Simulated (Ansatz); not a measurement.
Reaction (SMILES): [GaH] (GaH) (closed-shell singlet) → Ga atom + H atom
B3LYP-D3(BJ)/def2-TZVP geometries, fixed; electronic energies without zero-point terms.

How fast the atomisation energy converges with the basis for several methods (Ansatz, an electronic-structure program): deviation from each method's own reference, in kcal/mol. References: B3LYP 68.73 kcal/mol, the value in aug-cc-pV5Z; CCSD(T) 68.75 kcal/mol, Hartree-Fock in aug-cc-pV5Z plus the correlation part extrapolated as X^-3 from aug-cc-pVQZ and aug-cc-pV5Z; HF 47.70 kcal/mol, the value in aug-cc-pV5Z; MP2 65.68 kcal/mol, Hartree-Fock in aug-cc-pV5Z plus the correlation part extrapolated as X^-3 from aug-cc-pVQZ and aug-cc-pV5Z; PBE 66.30 kcal/mol, the value in aug-cc-pV5Z; wB97M-V 68.60 kcal/mol, the value in aug-cc-pV5Z. Cartesian d functions, on some or all atoms, in 6-31G; all else is spherical. In correlated methods cores are frozen (with 3d on Ga to Br). Open shells are unrestricted. No added dispersion term, no relativity. Functionals ending in -V hold VV10 correlation. 

```
basis        functions  B3LYP  CCSD(T)     HF     MP2    PBE  wB97M-V
-----------  ---------  -----  -------  -----  ------  -----  -------
6-31G               31  -1.09   -12.03  -2.29  -12.40  -0.54      [?]
pcseg-1             32  -0.40    -5.48   0.09   -5.59  -0.20      [?]
cc-pVDZ             32  -1.01    -4.54  -0.54   -5.26  -0.60      [?]
aug-cc-pVDZ         45  -1.13    -3.31  -0.70   -4.24  -0.89      [?]
aug-pcseg-1         45  -0.58    -4.66   0.10   -4.88  -0.45      [?]
def2-SVPD           46   0.08    -2.72   0.17   -3.55   0.48      [?]
cc-pVTZ             57  -0.05    -1.22  -0.16   -1.88   0.10      [?]
pcseg-2             57  -0.43    -1.67  -0.36   -2.36  -0.37      [?]
aug-pcseg-2         82  -0.18    -1.15  -0.04   -1.79  -0.17      [?]
cc-pVQZ             98  -0.02    -0.44  -0.06   -0.86   0.00      [?]
pcseg-3            101  -0.12    -0.39   0.03   -0.87  -0.13      [?]
def2-QZVPPD        128   0.02    -0.31   0.03   -0.70   0.03      [?]
```

Task: Fill in the missing entries.

Result: 
- 6-31G, wB97M-V: -0.48
- pcseg-1, wB97M-V: -0.19
- cc-pVDZ, wB97M-V: -0.06
- aug-cc-pVDZ, wB97M-V: -0.65
- aug-pcseg-1, wB97M-V: -0.49
- def2-SVPD, wB97M-V: 1.09
- cc-pVTZ, wB97M-V: 0.41
- pcseg-2, wB97M-V: -0.21
- aug-pcseg-2, wB97M-V: -0.02
- cc-pVQZ, wB97M-V: 0.08
- pcseg-3, wB97M-V: -0.02
- def2-QZVPPD, wB97M-V: 0.13

Mean absolute deviation over cc-pVTZ, pcseg-2, aug-pcseg-2: HF 0.19, wB97M-V 0.21, PBE 0.21, B3LYP 0.22, CCSD(T) 1.35, MP2 2.01 kcal/mol.
